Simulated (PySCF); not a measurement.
F₃Si, doublet, at a GFN2-xTB geometry. Base run: B3LYP/def2-SV(P) (PySCF).

The PySCF input:
```python
from pyscf import gto, scf, dft

mol = gto.M(
    atom='''
Si    0.25525364    0.24331611    0.24315598
F    -0.69074141   -0.73372896    1.06805322
F    -0.73927609    1.06837931   -0.68429241
F     1.03295628   -0.71314208   -0.76200346
''',
    basis='def2-sv(p)',
    spin=1,
    verbose=4,
)

mf = dft.UKS(mol)
mf.xc = 'b3lyp'
mf.kernel()
```

The base run was repeated with changes; each row names its change, and settings that it needs were set with it.

```tsv
change	ΔE vs base (mEh)	fitting functions	dipole (D)
base	0.000	-	1.82
auxbasis = def2-universal-jfit	331.6	198	1.83
auxbasis = default (with mf = mf.density_fit())	-0.011	359	1.82
auxbasis = def2-universal-jkfit	-0.011	359	1.82
auxbasis = even-tempered beta=2.0	-0.139	528	1.82
auxbasis = autoaux	0.013	489	1.82
auxbasis = def2-tzvp-ri	-15.263	341	1.82
auxbasis = def2-svp-ri	-321.8	206	1.83
auxbasis = even-tempered beta=1.6	0.006	783	1.82
auxbasis = even-tempered beta=3.0	-0.795	365	1.82
```

A fitting set is made for a task (jfit for Coulomb, jkfit for Coulomb and exchange, ri for correlation) and for a family of orbital bases.

Open shells are given as the SCF converged; they aren't shown to be the lowest states, and a large step between rows can be another state.
